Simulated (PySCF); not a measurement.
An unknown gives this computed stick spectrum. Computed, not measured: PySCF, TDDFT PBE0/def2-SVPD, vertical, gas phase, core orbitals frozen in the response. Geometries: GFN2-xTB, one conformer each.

| state | λ (nm) | f |
| --- | --- | --- |
| S1 | 236.7 | 0.0030 |
| S2 | 198.4 | 0.0015 |
| S3 | 195.6 | 0.0028 |
| S4 | 190.0 | 0.0015 |
| S5 | 187.3 | 0.0006 |
| S6 | 184.6 | 0.0080 |

Triplets computed (Tamm–Dancoff): 4.38, 5.26 eV.

Question: Which structure fits? All have the formula C7H7N.
A. `N#C[C@@]12C[C@H]3[C@@H](C1)[C@@H]23`
B. `N#C[C@@]12CC=C[C@@H]1C2`
C. `NC1=CC2=C(C=C1)C2`
D. `C=C/C=C/C=C\C#N`
E. `[H]/N=C\[C@H](C#C)C#CC`

Answer: E. Its S1 lies at 5.24 eV; the nearest of the others has S1 at 4.53 eV. S1 is HOMO→LUMO (86%). Löwdin shares by element: HOMO nitrogen 40%, carbon 30% or more (atoms not listed hold the other 30%); LUMO carbon 47% or more, nitrogen 34% (atoms not listed hold the other 19%). At the same level the other candidates give, for their lowest levels:
- `N#C[C@]12C[C@@H]3[C@H](C1)[C@@H]32`: 183 nm (f 0.001); 172 nm (f 0.000); 168 nm (f 0.011); 166 nm (f 0.000); 163 nm (f 0.020); T1 6.09 eV; HOMO -7.90, LUMO 0.28 eV
- `Nc1ccc2c(c1)C2`: 274 nm (f 0.074); 234 nm (f 0.052); 228 nm (f 0.066); 213 nm (f 0.004); 210 nm (f 0.005); T1 3.62 eV; HOMO -5.70, LUMO -0.22 eV
- `N#C[C@@]12CC=C[C@@H]1C2`: 196 nm (f 0.118); 183 nm (f 0.020); 182 nm (f 0.012); 177 nm (f 0.017); 174 nm (f 0.009); T1 4.12 eV; HOMO -7.39, LUMO -0.30 eV
- `C=C/C=C/C=C\C#N`: 287 nm (f 1.027); 227 nm (f 0.019); 216 nm (f 0.000); 202 nm (f 0.001); 194 nm (f 0.106); T1 2.22 eV; HOMO -6.82, LUMO -2.45 eV

Conformer computed: `[H]/[N:8]=[CH:7]\[C@H:3]([C:2]#[CH:1])[C:4]#[C:5][CH3:6]`: C2–C3–C7–N8 125°.
